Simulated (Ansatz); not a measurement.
`N[CH2][Al]([Cl])[I]`, relaxed with RKS PBE-D4/def2-SVP in Ansatz 0.2.0 from a rough embedded geometry. The force threshold is 0.03 eV/Å; the program also tests the step.

Total charge 0; spin multiplicity 1. I: def2 effective core potential.

Start:

```xyz
9

N    -0.562   -1.302    0.690
C    -0.362   -0.589   -0.568
Al    0.543    1.213   -0.352
Cl    1.097    2.364   -2.083
I     1.187    2.044    2.013
H    -1.185   -0.617    1.327
H     0.336   -1.405    1.209
H    -1.300   -0.439   -1.052
H     0.245   -1.269   -1.183
```

| step | energy (eV) | largest force (eV/Å) | largest move (Å) |
| --- | --- | --- | --- |
| 1 | -29795.4430 | 2.833 | 0.000 |
| 2 | -29795.7097 | 1.110 | 0.177 |
| 3 | -29795.7597 | 0.175 | 0.056 |
| 4 | -29795.7630 | 0.098 | 0.011 |
| 5 | -29795.7640 | 0.031 | 0.013 |
| 6 | -29795.7641 | 0.021 | 0.008 |

End:

```xyz
9

N    -0.592   -1.282    0.735
C    -0.337   -0.566   -0.515
Al    0.581    1.205   -0.402
Cl    1.116    2.407   -2.068
I     1.150    2.020    1.894
H    -1.169   -0.714    1.369
H     0.285   -1.447    1.247
H    -1.295   -0.414   -1.061
H     0.261   -1.209   -1.200
```

Run time 6 s (4 threads of a server CPU on a shared host); peak host memory 0.19 GiB.
